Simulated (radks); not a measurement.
All-electron atom: Ir I in [Xe] 4f14 5d7 6s1 6f1 (not the ground configuration).

All-electron calculation, scalar-relativistic Kohn-Sham, SCAN, spin-polarised, spherical densities, finite nucleus; open shells are filled with parallel spins first (spin-orbit coupling, left out, can overturn this in heavy ions); meta-GGA in the generalised Kohn-Sham scheme; Fermi nuclear charge, rms radius 5.4032 fm. Program: a radial shooting solver on a logarithmic mesh with Libxc functionals.

Energy parts (Ry):
part                       energy
total                 -35653.0663
kinetic                39623.1468
electron-nucleus      -88417.4378
Hartree                13835.8544
exchange-correlation    -694.6297

Orbitals (lengths in bohr, moments of r in powers of bohr; <r^-3> diverges for s and p1/2; r(max) is where P^2 peaks):
orbital  occ.  eigenvalue (Ry)      <r^2>     <r^-3>   r(max)    <1/r>
1s up       1        -5600.812  0.0004196          -  0.01082    92.16
1s down     1        -5600.810  0.0004196          -  0.01082    92.16
2s up       1        -982.2518   0.006413          -  0.06225    21.61
2s down     1        -982.2408   0.006413          -  0.06225    21.61
2p up       3        -853.2341   0.005363      23050  0.05138    19.36
2p down     3        -853.2231   0.005363      23050  0.05138    19.36
3s up       1        -231.0459    0.04140          -   0.1754    8.016
3s down     1        -231.0414    0.04140          -   0.1754    8.016
3p up       3        -193.0933    0.04240       5226   0.1743    7.343
3p down     3        -193.0875    0.04240       5226   0.1743    7.343
3d up       5        -151.2178    0.03521      656.6   0.1423    6.914
3d down     5        -151.2073    0.03521      656.5   0.1423    6.913
4s up       1        -50.14765     0.2020          -   0.3974    3.416
4s down     1        -50.12831     0.2020          -   0.3974    3.415
4p up       3        -37.64237     0.2303       1236   0.4173    3.095
4p down     3        -37.62452     0.2302       1236   0.4174    3.095
4d up       5        -22.22487     0.2648      135.2   0.4263    2.766
4d down     5        -22.20379     0.2645      135.2   0.4263    2.766
4f up       7         -5.16405     0.3527      24.93   0.3956    2.313
4f down     7         -5.13310     0.3493      25.02   0.3955    2.318
5s up       1         -7.92503      1.081          -   0.8904    1.368
5s down     1         -7.77560      1.070          -   0.8870    1.377
5p up       3         -4.71532      1.457      194.7    1.007    1.161
5p down     3         -4.53852      1.446      198.1    1.002    1.169
5d up       5         -1.12917      3.274      11.13    1.291   0.7886
5d down     2         -0.93479      3.307      11.25    1.283   0.7902
6s up       1         -0.98958      8.037          -    2.335   0.4705
6f up       1         -0.02577       1043  0.0002787    32.61  0.04141

The highest occupied level is 6f up at -0.351 eV. Spin moment in Bohr magnetons: 5. The spin density at the nucleus is 116.3 e/bohr^3 (1s 0.1, 2s -0.4, 3s 0.4, 4s 3.5, 5s -19.9, 6s 132.7). Summed over all electrons, <r^2> = 1095 bohr^2, which gives a Langevin (diamagnetic) susceptibility term of -867 x 10^-6 cm^3/mol.

Empty levels of this run are not shown, since the potential may be unsettled where no density lies.
